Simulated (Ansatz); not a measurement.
Born–Oppenheimer molecular dynamics of GeH₃N (5 atoms, charge 0, multiplicity 1). It starts at the highest image of a converged band. Of that band: Neighbouring images differ by up to 1.3 eV, so the band resolves the path poorly. A vibrational analysis at the climbing image gives one clearly imaginary mode, 1494i cm⁻¹: a first-order saddle point.

All numbers below come from RKS PBE0/def2-SVP (Ansatz).

| Item | Value |
| --- | --- |
| ensemble | NVE (velocity Verlet) |
| time step | 0.5 fs |
| steps asked | 200 |
| starting velocities drawn for | 100 K |
| seed | 11994 |

First frame:

```xyz
5
Properties=species:S:1:pos:R:3
N -0.118 -0.339 0.039
Ge 1.433 0.982 -0.100
H -0.165 -1.106 0.721
H -0.768 -0.510 -0.725
H -0.332 0.899 0.024
```

How far do the bonds stretch over the last three quarters of this one trajectory? (Pairs bonded in most of those frames.)


```json
{"bond": "N1–H3", "mean (Å)": "1.030", "spread (Å)": "0.019", "shortest": "0.99", "longest": "1.07"}
{"bond": "N1–H4", "mean (Å)": "1.023", "spread (Å)": "0.015", "shortest": "0.99", "longest": "1.06"}
{"bond": "N1–H5", "mean (Å)": "1.035", "spread (Å)": "0.043", "shortest": "0.96", "longest": "1.10"}
```

Mean temperature of the second half: 957 K. The conserved energy stayed within 0.83 meV per atom of its start (net change 0.83 meV per atom), so the integration is sound. The system heated up, since it started high on the potential surface and ran downhill. A run of 0.1 ps of so small a system gives no equilibrium averages. The orbitals stay closed-shell, which can raise the energy where a bond breaks towards radicals; this wasn't checked here.

Run time: 6.8 min on 1 thread of Arm Neoverse V2 (shared host), peak memory 0.22 GiB.
